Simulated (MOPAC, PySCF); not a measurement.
H2F2O2Si, SMILES `O[Si](O)(F)F` (H–O–Si–F torsion -43°, F–Si–O–H torsion -84°), neutral singlet in the gas phase. 

Z-matrix (Å, degrees):
```
Si
F 1 1.5745
F 1 1.5823 2 105.57
O 1 1.6090 2 107.14 3 119.82
H 4 0.9575 1 118.61 2 160.29
O 1 1.6165 2 112.42 3 -119.28
H 6 0.9579 1 119.24 2 74.24
```
Charge 0, spin multiplicity 1.

All levels are single points at this geometry (PBE0-D3(BJ)/def2-TZVP); Pople sets use spherical d functions. Orbital energies aren't observables, and empty levels follow the basis.

```
level                            HOMO (eV)  LUMO (eV)  gap (eV)  dipole (D)  vertical IE, Delta-SCF (eV)
-------------------------------  ---------  ---------  --------  ----------  ---------------------------
PBE-D3(BJ)/def2-TZVP in PySCF        -8.31      -0.65      7.65        2.35                            –
PBE0-D3(BJ)/def2-TZVP in PySCF      -10.17       0.27     10.43        2.43                            –
ωB97X-D3(BJ)/def2-TZVP in PySCF     -12.81       2.20     15.00        2.43                            –
B3LYP/3-21G in PySCF                 -8.97       0.79      9.77        2.90                            –
B3LYP/6-311+G** in PySCF            -10.04      -0.91      9.13        2.57                            –
B3LYP/6-31G* in PySCF                -9.43       0.57     10.00        2.51                        12.34
B3LYP/LANL2DZ in PySCF              -10.13      -0.12     10.01        3.19                            –
M06-2X/6-31G* in PySCF              -11.63       1.83     13.46        2.57                            –
SVWN5/6-31G* in PySCF                -7.99      -0.21      7.78        2.54                            –
HF/3-21G in PySCF                   -14.55       5.05     19.60        3.16                            –
HF/6-31G* in PySCF                  -14.73       4.44     19.17        2.70                        13.02
PM6 in MOPAC                        -13.17       0.42     13.59        2.82                            –
PM7 in MOPAC                        -13.13      -0.13     13.00        2.42                            –
```
